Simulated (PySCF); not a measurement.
C3H7NSi, SMILES N1=C([SiH2]C1)C.

Geometry: PBE0-D3(BJ)/def2-SVP. This is a generated structure with no PubChem entry under its InChIKey; it may be hypothetical.

Two levels are set side by side: TDA-PBE/def2-SVPD (PySCF) and TDA-M06-2X/def2-SVPD (PySCF). Vertical, same geometry. The lowest singlet is HOMO→LUMO 99 % with PBE and HOMO→LUMO 96 % with the other functional; states are paired by order. Differences are taken from unrounded values.

```tsv
quantity	TDA-M06-2X
lowest singlet excitation (eV)	4.24
lowest triplet excitation (TDA) (eV)	3.52
```

Q: What does TDA-PBE give, and how far is it from TDA-M06-2X? (The exact figures need the calculation; the answer reports its results.)

A: 
| quantity | TDA-PBE | TDA-PBE minus TDA-M06-2X |
|---|---|---|
| lowest singlet excitation (eV) | 4.22 | -0.02 |
| lowest triplet excitation (TDA) (eV) | 3.37 | -0.15 |

Rough cost on one machine, each run with all the roots and properties that it gave: TDA-M06-2X against TDA-PBE about 8 times.
